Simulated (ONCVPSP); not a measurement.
**What one change does to a pseudopotential (cadmium (Cd), ONCV)**

```
Element                 : cadmium
Generator               : ONCVPSP 4.0.1
Type                    : optimised norm-conserving Vanderbilt (ONCV)
Functional              : LDA (Perdew-Wang 92)
Relativity              : scalar-relativistic
Frozen core             : [Ar] 3d10 4s2
Valence charge          : 18
Reference configuration : 4p6 4d10 5s1.75 5p0.25
Partial waves           : 5s: rc 2.35 bohr, ncon 4, nbas 7, qcut 2.5 1/bohr, 1 projector; 4p+5p: rc 1.40 bohr, ncon 3, nbas 7, qcut 7.7 1/bohr, 2 projectors; 4d: rc 1.70 bohr, ncon 3, nbas 8, qcut 9.2 1/bohr, 1 projector
Local potential         : polynomial inside 1.40 bohr (lpopt 5, dvloc0 2 Ha)
Core correction         : none
```

Change: s: qcut 1.6.

Cutoffs: the cutoffs (Ha) at which the residual kinetic energy of the hardest occupied pseudo-wave falls to 1 and 0.1 mHa per electron; they do not see the model core or the augmentation charge, which bear on the density cutoff. Errors are all-electron minus pseudo energies relative to the spin-unpolarised reference configuration.

Q: How do hardness, ghosts and transferability respond?

A: The potential gets neither clearly harder nor softer (30 Ha and 34 Ha → 30 Ha and 34 Ha); both files keep a bound ghost (s); of the 3 tests that both files solve, the error grows in 0 and shrinks in 2 by more than 15 % and 0.3 meV (median size 3.0 → 2.4 meV).

```csv
quantity,base,changed
"cutoff, loose",30 Ha,30 Ha
"cutoff, tight",34 Ha,34 Ha
loose cutoff by channel,"s 9.7 Ha, p 20 Ha, d 30 Ha","s 18 Ha, p 20 Ha, d 30 Ha"
bound ghosts,s,s
GHOST(+) flags under 300 eV,none,none
tests with a reliable result,3 of 4,3 of 4
"error for 4p6 4d10 5s2 5p0, meV [ΔE -1.17 eV]",0.0,0.0
"error for 4p6 4d10 5s1 5p0, meV [ΔE 8.46 eV]",-3.0,-2.4
"error for 4p6 4d9 5s2 5p1, meV [ΔE 11.44 eV]",-15,-6.8
s: phases at 2.38 bohr within 0.05 rad from the reference energy up to (Ha; the scan ends near 5),n/a,n/a
p: phases at 1.42 bohr within 0.05 rad from the reference energy up to (Ha; the scan ends near 5),to the end of the scan,to the end of the scan
d: phases at 1.73 bohr within 0.05 rad from the reference energy up to (Ha; the scan ends near 5),1.9,1.9
```

 A true bound ghost makes a file unfit for plane-wave use even where its test errors are small: the radial tests pick states by their node count and pass the ghost by.
